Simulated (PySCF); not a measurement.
trifluoroacetic acid (C₂HF₃O₂), SMILES O=C(O)C(F)(F)F.

Geometry optimised at PBE-D3(BJ)/def2-SVP. The values are those of a single conformer.

Computed with CAM-B3LYP/def2-TZVP (PySCF).

Symmetry labels are those of the subgroup Cs that the program uses (full group Cs).

### Question
List the valence orbital energies around the gap with their symmetry. (The exact figures need the calculation; the answer reports its results.)

### Answer

```json
[
 {"orbital": "HOMO−7", "symmetry": "A\"", "energy (eV)": "-15.22"},
 {"orbital": "HOMO−6", "symmetry": "A'", "energy (eV)": "-15.06"},
 {"orbital": "HOMO−5", "symmetry": "A'", "energy (eV)": "-14.49"},
 {"orbital": "HOMO−4", "symmetry": "A\"", "energy (eV)": "-14.32"},
 {"orbital": "HOMO−3", "symmetry": "A\"", "energy (eV)": "-13.91"},
 {"orbital": "HOMO−2", "symmetry": "A'", "energy (eV)": "-13.47"},
 {"orbital": "HOMO−1", "symmetry": "A\"", "energy (eV)": "-11.90"},
 {"orbital": "HOMO", "symmetry": "A'", "energy (eV)": "-10.82"},
 {"orbital": "LUMO", "symmetry": "A\"", "energy (eV)": "-0.13"},
 {"orbital": "LUMO+1", "symmetry": "A'", "energy (eV)": "1.24"},
 {"orbital": "LUMO+2", "symmetry": "A'", "energy (eV)": "3.44"},
 {"orbital": "LUMO+3", "symmetry": "A'", "energy (eV)": "4.30"}
]
```
